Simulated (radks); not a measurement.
Values are calculated unless marked as measured or tabulated.
The calcium ion Ca13+, configuration [He] 2s2 2p3.

Code: a radial shooting solver on a logarithmic mesh with Libxc functionals. Model: scalar-relativistic Kohn-Sham, r2SCAN, spin-polarised, spherical densities, finite nucleus; open shells are filled with parallel spins first; meta-GGA in the generalised Kohn-Sham scheme; Fermi nuclear charge, rms radius 3.4776 fm.

Energy parts (hartree):
| part | energy |
|---|---|
| total | -570.93443 |
| kinetic | 575.76942 |
| electron-nucleus | -1223.83318 |
| Hartree | 100.82657 |
| exchange-correlation | -23.69725 |

Orbitals (lengths in bohr, moments of r in powers of bohr; r(90%) holds 90 % of the orbital's charge):
orbital,occ.,eigenvalue (hartree),<r^2>,<r^4>,r(90%),<1/r>
1s up,1,-165.3077,0.007904,0.0001606,0.137,19.76
1s down,1,-164.7566,0.007834,0.0001575,0.136,19.82
2s up,1,-31.35127,0.1335,0.03009,0.518,4.401
2s down,1,-30.38269,0.1373,0.03196,0.526,4.311
2p up,3,-28.96847,0.1059,0.02179,0.478,4.298
2p down,0,-27.77120,0.1105,0.02385,0.489,4.228

The highest occupied level is 2p up at -788.27 eV. Spin moment in Bohr magnetons: 3. The density falls to 0.001 e/bohr^3 at r = 1.04 bohr. The electron density at the nucleus is 6222 e/bohr^3 (large components only).
